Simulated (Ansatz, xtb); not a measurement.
C5H7ClO: which of two isomers lies lower

Structure a: `O=C[C@@H]1CC[C@H]1Cl`, a singlet. Structure b: `O=C[C@H]1C[C@@H](Cl)C1`, a singlet. Both are isolated molecules in the gas phase, relaxed with B3LYP-D3(BJ)/def2-SVP, each in the lowest conformer that the search found.

**Question.** Estimate which is lower in electronic energy at CCSD(T)/def2-SVP + ΔMP2/def2-TZVPP, and by roughly how much.

**Answer.** CCSD(T)/def2-SVP + ΔMP2/def2-TZVPP gives E(b) − E(a) = −0.07 kcal/mol, slightly favouring structure b, which is too small a margin to settle the true order.

Level by level:

| level | geometry | E(b) − E(a) (kcal/mol) | departure from the last row (kcal/mol) | job, with rough time for the two |
| --- | --- | --- | --- | --- |
| GFN2-xTB | GFN2-xTB | +1.37 | +1.44 | optimisation, 0.87 s |
| HF/STO-3G | GFN2-xTB | +0.87 | +0.94 | single point, 1.7 s |
| r2SCAN-D4/def2-SVP | GFN2-xTB | +0.28 | +0.35 | single point, 12 s |
| B3LYP-D3(BJ)/def2-SVP | B3LYP-D3(BJ)/def2-SVP | 0.00 | +0.07 | optimisation, 5.2 min |
| HF/def2-SVP | B3LYP-D3(BJ)/def2-SVP | −0.07 | −0.01 | part of the CCSD(T) run |
| MP2/def2-SVP | B3LYP-D3(BJ)/def2-SVP | +0.12 | +0.19 | part of the CCSD(T) run |
| CCSD(T)/def2-SVP | B3LYP-D3(BJ)/def2-SVP | +0.12 | +0.18 | single point |
| CCSD(T)/def2-SVP + ΔMP2/def2-TZVPP | B3LYP-D3(BJ)/def2-SVP | −0.07 |  | single point, 3.5 min |

As drawn, both hold the same kinds of bond in the same numbers.

The largest departure from CCSD(T)/def2-SVP + ΔMP2/def2-TZVPP is that of GFN2-xTB, 1.44 kcal/mol. The last row adds to CCSD(T) the change of the MP2 difference between the two basis sets, here −0.18 kcal/mol.

With thermal terms from frequencies at re-optimised GFN2-xTB minima (ideal gas, soft modes damped towards free rotors, one conformer each, 298.15 K, 1 atm): the zero-point term adds −0.04 kcal/mol; ΔH is −0.16 and ΔG +0.03 kcal/mol.

The correlated steps freeze 11 core orbitals. Programs: Ansatz 0.2.0, xtb 6.7.1; the last row on 2 threads of Intel(R) Xeon(R) Processor @ 2.50GHz (Skylake/Cascade Lake) on a shared host.
